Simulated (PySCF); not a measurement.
iodoethane (C2H5I), SMILES CCI. The structure is a stationary point at PBE-D3(BJ)/def2-SVP. The def2 effective core potentials stand for the cores of I; spin–orbit coupling is left out.

Question: Give the equilibrium geometry at PBE-D3(BJ)/def2-SVP (PySCF confirms it by a frequency run) as Cartesian coordinates in Å, and its point group. (An estimate is asked for; the answer gives what the named calculation found.)

Answer: point group Cs.
```xyz
8

C     -0.4279    -2.4363     0.0000
C      0.6949    -1.4194     0.0000
I     -0.0403     0.6459     0.0000
H     -1.0708    -2.3398     0.8968
H      0.0063    -3.4599     0.0000
H     -1.0708    -2.3398    -0.8968
H      1.3334    -1.4805     0.9004
H      1.3334    -1.4805    -0.9004
```
Charge 0, spin multiplicity 1.
